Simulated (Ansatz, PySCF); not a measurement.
Breaking the H–H spacing in H4 chain (multiplicity 1 held). Energies count from the point at 0.900 Å.
Geometry at that point (charge 0, multiplicity 1):
```xyz
4

H      0.000     0.000     0.000
H      0.000     0.000     0.900
H      0.000     0.000     1.800
H      0.000     0.000     2.700
```

R- and RO- levels are restricted; in cc, def2 and unpolarised 6-31G sets they are followed outwards from rest. Unrestricted levels (U-) break spin symmetry where that is lower. Active spaces are followed from rest. Full CI gives the lowest state of the spin. Levels need not reach the same state.

Rows in 6-31G* carry no dispersion term and start afresh at each structure (6-31G* with six Cartesian d functions).

Programs: Ansatz (Gaussian basis) for Hartree–Fock, density functionals and correlated methods; PySCF for 6-31G* rows. 

```csv
level,energy at R = 3.600 Å (eV)
U-HF/cc-pVTZ,5.033
R-PBE/cc-pVTZ,11.521
U-PBE/cc-pVTZ,7.657
R-BP86/6-31G*,11.648
R-B3LYP/6-31G*,12.748
R-B3LYP/cc-pVTZ,12.445
R-MP2/6-31G*,…
"FIC-NEVPT4(SD) on CASSCF(4,4)/cc-pVTZ",7.522
FCI/cc-pVTZ,7.573
```

### Question
Some entries are withheld; supply them.

### Answer

- R-MP2/6-31G*, energy at R = 3.600 Å (eV): 9.349

Doubts at one or more of the structures used: a spin-contaminated determinant (U-HF/cc-pVTZ, U-PBE/cc-pVTZ); a restricted determinant that unrestricted orbitals would lower (R-PBE/cc-pVTZ, R-BP86/6-31G*, R-B3LYP/6-31G*, R-B3LYP/cc-pVTZ, R-MP2/6-31G*).

Ansatz is a first-principles code.
